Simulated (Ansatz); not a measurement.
Species: RbF, charge 0, singlet. RbF (SMILES [F][Rb]).
B3LYP-D3(BJ)/def2-TZVP minimum from Ansatz (a program for electronic structure):
```
Rb
F 1 2.3553
```
Charge 0, spin multiplicity 1.

Total energies in hartree (Ansatz). UHF or UKS for unpaired electrons; spin-orbit terms are left out. Correlated methods leave the cores frozen (noble-gas shells, and filled d and f shells in the p block). Past Kr the def2 sets carry scalar-relativistic core potentials. Where a partner has so few electrons that a lower coupled-cluster level is exact, that level stands in.

```tsv
species	HF/def2-TZVPP	CCSD(T)/def2-TZVPP	HF/def2-QZVPP	CCSD(T)/def2-QZVPP	CCSDT(Q)/def2-QZVPP
1: RbF (SMILES [F][Rb])	-123.31987	-123.59883	-123.32692	-123.63444	-123.63471
2: Rb (doublet)	-23.80256	-23.80256	-23.80258	-23.80258	-23.80258
3: F (doublet)	-99.41180	-99.62506	-99.41589	-99.65118	-99.65148
```

Problem. Work out the atomisation energy (electronic, to ground-state atoms) in kcal/mol: take Hartree-Fock from def2-QZVPP, extrapolate the CCSD(T) correlation energy as X^-3 (X = 3, 4), and add CCSDT(Q) - CCSD(T) in def2-QZVPP. 1 hartree = 627.51 kcal/mol.

Solution. 
Species 1: correlation (64·(-0.30752) - 27·(-0.27896))/37 = -0.32836; step -0.00027; E1 = -123.32692 + (-0.32836) + (-0.00027) = -123.65555
Species 2: correlation (64·(0.00000) - 27·(0.00000))/37 = 0.00000; step +0.00000; E2 = -23.80258 + (0.00000) + (+0.00000) = -23.80258
Species 3: correlation (64·(-0.23529) - 27·(-0.21326))/37 = -0.25137; step -0.00030; E3 = -99.41589 + (-0.25137) + (-0.00030) = -99.66756
-1·E1 +1·E2 +1·E3 = 0.18541 hartree = 116.3 kcal/mol.
